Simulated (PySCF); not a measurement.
Assignment exercise: C$_{5}$H$_{10}$NPSi$_{2}$

Atom-mapped SMILES (the numbers label the heavy atoms): `[CH:1]#[C:2][SiH2:3][Si@:4]([NH2:5])([PH2:6])[C:7]#[C:8][CH3:9]` (H(Xn): hydrogen on atom n). Ha(Si3) is pro-R; Hb(Si3) is pro-S.

- structure optimised with GFN2-xTB
- PBE0/pcSseg-1 with gauge-including orbitals
- code: PySCF 2.14.0 with density-fitted response routines
- isolated molecule, equivalent nuclei averaged, no relativistic terms, a single conformation

Chemical shifts δ = σref − σ; ¹³C, ¹H vs TMS, all at this level.

(1) Assign these signals to the numbered atoms. ¹³C{¹H} NMR (computed): δ 114.0 (C), 105.1 (CH), 89.8 (C), 84.2 (C), 6.0 (CH3).

(2) Assign these signals to the numbered atoms. ¹H NMR (500 MHz, computed): δ 4.26 (m, 1H), 4.21 (m, 1H), 2.07 (s, 3H), 1.91 (m, 1H), 1.02 (m, 2H), 0.76 (br s, 2H).

Answers

(1) 
| δ (ppm) | atoms | environment | reason |
| --- | --- | --- | --- |
| 114.0 | C8 | alkyne carbon | – |
| 105.1 | C1 | terminal alkyne carbon | – |
| 89.8 | C7 | alkyne carbon | the triple bond shields along its axis, which puts it between sp3 and sp2 carbons |
| 84.2 | C2 | alkyne carbon | – |
| 6.0 | C9 | propargylic methyl carbon | a saturated carbon with 1 carbon neighbour and no heteroatom attached |

(2) 
4.26 → Ha(Si3), hydrogen on a silicon bonded to C, Si
4.21 → Hb(Si3), hydrogen on a silicon bonded to C, Si
2.07 → H(C9), hydrogen on a propargylic methyl carbon
1.91 → H(C1), hydrogen on a terminal alkyne carbon: it lies on the axis of the triple bond, in its shielding cone
1.02 → H(P6), hydrogen on a phosphorus bonded to Si
0.76 → H(N5), hydrogen on a nitrogen bonded to Si: exchangeable, gas-phase position

Ha(Si3) and Hb(Si3) lie closer than the usual error of such a calculation, so a measured spectrum could show them in the other order.

The OH or NH signal is concentration- and solvent-dependent in practice; the value given is the gas-phase one. Splittings by ³¹P in the carbon and heteronuclear signals aren't shown, as no couplings were computed. Shifts are as computed. Against solution values, carbons near 30 ppm lie about +3 ppm off and those near 130 ppm about +5 ppm. Of 1211 compounds with measured shifts, 218 miss one by over three times the rms of a fit or turn the order of signals round; such compounds aren't used in these exercises. Multiplicities follow the n + 1 count of equivalent neighbours, as no J values were calculated; m marks all less simple cases, F and P coupling included.
